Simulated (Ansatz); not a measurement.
Two isomers of C2H5InO: A = `C[C](=O)[InH2]`, B = `C=C[O][InH2]`.

Calculated with Ansatz (gas phase, PBE0-D4/def2-TZVP geometries, no zero-point term in ΔE). CCSD(T)/CBS is the MP2 limit (def2-TZVPP, def2-QZVPP) plus CCSD(T) − MP2 in def2-TZVPP, frozen cores. Functionals use def2-TZVPP. B3LYP here is the variant with VWN-RPA as its local correlation; programs differ in this. Elements past krypton have def2 core potentials. For In outer-core shells are correlated without core-valence functions, which leaves a few kJ/mol of doubt a bond. Each species was taken in one conformer, which may not be the lowest.

**Question.** Which is lower in electronic energy at CCSD(T)/CBS, and by how much? (An estimate is asked.)

**Answer.** The calculation gave: B, by 38.2 kJ/mol.

**Question.** Give E(B) − E(A) in kJ/mol with CCSD/def2-TZVPP, PBE-D4, r2SCAN-D4, CCSD(T)/def2-SVP, PBE0-D4, ωB97M-V, B3LYP-D4. (Estimate.)

**Answer.** The calculation gave: CCSD/def2-TZVPP -31.1, PBE-D4 -21.5, r2SCAN-D4 -29.9, CCSD(T)/def2-SVP -23.3, PBE0-D4 -25.8, ωB97M-V -29.7, B3LYP-D4 -30.1. None reverses the order clearly.

**Question.** Does the order hold for the free energy at 298.15 K (harmonic terms from PBE0-D4)? (Best estimate.)

**Answer.** Ansatz gave: Yes: G(B) − G(A) = -33.3 kJ/mol, for one conformer each.

Largest T1 diagnostic: 0.018.

At CCSD(T), def2-SVP lies +15.0 kJ/mol from the extrapolated value and def2-TZVPP +7.5 kJ/mol. From BLYP to BHLYP (50 % exact exchange), in def2-TZVPP and without D4, E(B) − E(A) moves by −10.2 kJ/mol.
